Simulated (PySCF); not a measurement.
# How methods differ on the ionisation energy of Sn⁴⁷⁺

Sn⁴⁷⁺ [He] 2s1 (2S) → Sn⁴⁸⁺ 1s2 (1S), as a difference of total energies. All numbers are calculated (PySCF 2.14, the spin-free X2C one-electron Hamiltonian (Gaussian nucleus), in an uncontracted even-tempered set (19 s from 23 bohr⁻², ratio 2.2; 8 p from 34 bohr⁻², ratio 2.4; 5 d from 100 bohr⁻², ratio 2.4; 5 f from 160 bohr⁻², ratio 2.4; 4 g from 230 bohr⁻², ratio 2.4)). Correlated levels: nothing frozen; virtual orbitals above 40 to 60 times the deepest correlated orbital energy dropped. The calculations carry no spin-orbit coupling.

```tsv
method	ionisation energy (eV)	difference from reference (eV)
UHF	8313.6	+6.6
LDA	8306.6	-0.4
PBE	8318.2	+11.2
PBE0	8317.1	+10.1
r2SCAN	8310.9	+3.9
TPSSh	8316.9	+9.9
M06	8309.2	+2.2
MP2 (all electrons)	8313.8	+6.8
SCS-MP2 (all electrons)	8313.8	+6.8
```

Reference: 8307.0 eV (theoretical estimate listed by NIST; NIST Atomic Spectra Database, ionization energies).

For this ion Breit and QED terms and the two-electron picture change, all absent here, outweigh the differences among the correlated methods.
